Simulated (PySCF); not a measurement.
Si(H)(OH)2(SeH) (H4O2SeSi), SMILES O[SiH](O)[SeH]. Atoms are numbered in the order given.

```xyz
8

Si    -1.0412     0.1970     0.2073
O     -1.7927    -0.6678    -1.0105
O     -1.2440    -0.3867     1.7624
Se     1.2074     0.1841    -0.3210
H     -1.6919     1.5332     0.2079
H     -1.3714    -1.5125    -1.2489
H     -0.7132    -1.1747     1.9774
H      1.5947     0.5723     1.0593
```

The structure is a stationary point at PBE-D3(BJ)/def2-SVP. This is a generated structure with no PubChem entry under its InChIKey; it may be hypothetical. One conformer was computed; it need not be the lowest.

Two levels are set side by side: PBE/pcSseg-1 (PySCF) and B3LYP/pcSseg-1 (PySCF). GIAO shifts against H2O (¹⁷O), Me2Se (⁷⁷Se), TMS (²⁹Si), TMS (¹H) at the same level; non-relativistic, no solvent, atoms listed together averaged. Differences are taken from unrounded values.

```csv
quantity,B3LYP
δ(²⁹Si) of Si1 (ppm),-8.3
δ(⁷⁷Se) of Se4 (ppm),-344.8
δ(¹H) of H5 (ppm),5.61
"δ(¹H) of H6, H7 (ppm)",2.57
δ(¹H) of H8 (ppm),1.06
```

Q: What does PBE give, and how far is it from B3LYP? (The exact figures need the calculation; the answer reports its results.)

A: 
```csv
quantity,PBE,PBE minus B3LYP
δ(²⁹Si) of Si1 (ppm),-5.6,2.6
δ(⁷⁷Se) of Se4 (ppm),-346.9,-2.1
δ(¹H) of H5 (ppm),5.87,0.26
"δ(¹H) of H6, H7 (ppm)",2.61,0.04
δ(¹H) of H8 (ppm),1.18,0.12
```

Rough cost on one machine, each run with all the roots and properties that it gave: B3LYP against PBE within a factor of 2.
